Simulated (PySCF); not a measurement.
## FWN + HBr → BrWN + HF

Level: PBE0 in the def2-TZVP basis family, computed in PySCF with density fitting; scalar-relativistic core potentials for atoms from Rb on, none lighter, no spin–orbit coupling; open shells unrestricted.

| species | state and structure | ZPE (kJ/mol) | H(298 K) − H(0) (kJ/mol) | S° (J/(mol K)) |
| --- | --- | --- | --- | --- |
| FWN | triplet, Cs, W–F 1.878 Å, W–N 1.656 Å; F–W–N 109.1° | 12.3 | 11.5 | 292.8 |
| HBr | singlet, C∞v, H–Br 1.421 Å | 16.0 | 8.7 | 198.5 |
| BrWN | triplet, Cs, W–Br 2.419 Å, W–N 1.654 Å; Br–W–N 108.6° | 9.6 | 12.7 | 315.8 |
| HF | singlet, C∞v, H–F 0.920 Å | 24.9 | 8.7 | 173.6 |

Q: Is the gas-phase reaction uphill or downhill in electronic energy at this level, and by how much?

A: At PBE0/def2-TZVP, ΔE = -31.5 kJ/mol, downhill. 

Q: Add zero-point, thermal and entropy terms for 298.15 K and 1 bar.

A: ΔZPE = 6.2 and Δ[H(298) − H(0)] = 1.2 kJ/mol give ΔH° = -24.1 kJ/mol. ΔS° = -1.9 J/(mol K), so ΔG° = -24.1 − 298.15 × (-0.0019) = -24 kJ/mol and log₁₀K = 4.1.

Spin–orbit coupling can matter for FWN, BrWN and is left out. Open d or f shells are single determinants, so the state found may not be the ground state. Only the bonding shown was studied: isomers, or loss of a ligand pair, can lie lower.
